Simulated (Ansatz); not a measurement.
**Question.** Name a neutral molecule of C, Ge, N, Si and H with HOMO–LUMO gap (PBE/def2-TZVPP) between 4.70 and 5.00 eV and LUMO energy (PBE/def2-TZVPP) between -0.25 and 0.05 eV (Ansatz, PBE0-D4/def2-TZVP geometry).

**Answer.** `C[N]([GeH3])[Si](C)(C)C` (4.97 eV, -0.19 eV); `C=C[N]([GeH3])[Si](C)(C)C` (4.72 eV, -0.18 eV); `CC(C)(C)[N]([GeH3])[Si](C)(C)C` (5.00 eV, -0.13 eV). Other molecules can fit too; these were computed, each in one conformer that needn't be the lowest.
